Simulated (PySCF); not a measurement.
## A survey of 31P NMR shifts

[PySCF 2.14: GFN2-xTB geometry; shielding tensors at PBE0/pcSseg-1 (GIAO); a single conformation; non-relativistic; gas phase; fast rotation and ring inversion assumed for equivalent nuclei]

Shieldings were converted by a linear fit to measured shifts: 31P: δ = 270.09 − 0.828σ (rms 18.1 ppm, 64 shifts vs H3PO4, solution or neat liquid). A few per cent of atoms miss by over 2 rms, more outside the fitted compound classes.

(1) Give the 31P shifts of `C[PH](C)=O`.

(2) Order these by 31P shift, lowest first.
A. O=[P@@H]1CCC[C@@H](F)[C@@H]1[SiH3]
B. CC[PH](=O)CC
C. CC(C)c1cnc(Cl)cp1

## Answers

(1) 
```json
{"compound": "C[PH](C)=O", "environment": "phosphorus bonded to 2 C, O, H", "δ (ppm)": "-6.9"}
```

(2) A (-1.3 ppm, phosphorus bonded to 2 C, O, H, in a 6-membered ring), B (16.2 ppm, phosphorus bonded to 2 C, O, H), C (236.5 ppm, phosphorus bonded to 2 C, in a 6-membered ring).
